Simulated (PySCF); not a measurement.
These 7 structures share the formula C6H12O2. Theory: PySCF, PBE0-D3(BJ)/def2-SVP geometry optimisation, gas phase. Energies are electronic, without zero-point or thermal terms, for one conformer each. No frequencies were run at this level. Point groups hold within 0.08 Å.

Problem. Order them by energy at this level, lowest first, and give relative energies in kJ/mol.
A. `[CH3:1][CH2:2][CH2:3][O:4][C:5](=[O:6])[CH2:7][CH3:8]` with C1–C2–C3–O4 176°, C2–C3–O4–C5 86°, C3–O4–C5–O6 0°, O4–C5–C7–C8 -177° (propyl propanoate)
B. `[CH3:1][CH2:2][CH2:3][C:4](=[O:5])[O:6][CH2:7][CH3:8]` with C1–C2–C3–C4 179°, C2–C3–C4–O5 -89°, C3–C4–O6–C7 -177°, C4–O6–C7–C8 -83° (ethyl butyrate)
C. `[CH3:1][CH2:2][C:3]([CH3:4])([CH3:5])[O:6][CH:7]=[O:8]` with C1–C2–C3–C4 -61°, C2–C3–O6–C7 61°, C3–O6–C7–O8 0° (1,1-dimethylpropyl formate)
D. `[CH3:1][CH:2]([CH3:3])[O:4][C@@H:5]1[CH2:6][C@@H:7]1[OH:8]` with C1–C2–O4–C5 69°, C2–O4–C5–C6 -95°, C6–C7–O8–H -75°
E. `[CH3:1][CH2:2][CH2:3][CH:4]1[O:5][CH2:6][CH2:7][O:8]1` with C1–C2–C3–C4 180°, C2–C3–C4–O5 -179°, C3–C4–O5–C6 158°, C4–O5–C6–C7 -25°, O5–C6–C7–O8 4°, C6–C7–O8–C4 18°
F. `[CH3:1][CH:2]([CH3:3])[O:4][CH:5]1[CH2:6][O:7][CH2:8]1` with C1–C2–O4–C5 -67°, C2–O4–C5–C6 -169°, O4–C5–C6–O7 -128°, C5–C6–O7–C8 9°, C6–O7–C8–C5 -9°, O4–C5–C8–O7 123°
G. `[CH3:1][CH2:2][O:3][C:4](=[O:5])[CH:6]([CH3:7])[CH3:8]` with C1–C2–O3–C4 85°, C2–O3–C4–O5 -1°, O3–C4–C6–C7 168°

Solution. G (0.0), A (2.3), B (7.0), C (18.9), E (95.0), D (181.3), F (195.7).

As drawn, the lowest has a C=O bond and a C(=O)–O unit, which the highest lacks; the highest has a four-membered ring, which the lowest lacks. Neighbours under 10 kJ/mol apart (CCOC(=O)C(C)C and CCCOC(=O)CC; CCCOC(=O)CC and CCCC(=O)OCC) can change places with a better method, another conformer or zero-point energy.

| SMILES | E (Eh) | E rel (kJ/mol) | dipole (D) | point group | A, B, C (MHz) |
| --- | --- | --- | --- | --- | --- |
| CCOC(=O)C(C)C | -385.62085 | 0.0 | 1.69 | C1 | 4068, 1186, 1037 |
| CCCOC(=O)CC | -385.61998 | 2.3 | 1.62 | C1 | 6078, 872.0, 826.0 |
| CCCC(=O)OCC | -385.61817 | 7.0 | 1.72 | C1 | 5534, 894.8, 842.0 |
| CCC(C)(C)OC=O | -385.61364 | 18.9 | 2.00 | C1 | 2441, 1849, 1467 |
| CCCC1OCCO1 | -385.58467 | 95.0 | 1.25 | C1 | 5824, 1043, 933.8 |
| CC(C)O[C@@H]1C[C@@H]1O | -385.55182 | 181.3 | 2.84 | C1 | 3761, 1284, 1098 |
| CC(C)OC1COC1 | -385.54630 | 195.7 | 2.57 | C1 | 4738, 1165, 1000 |
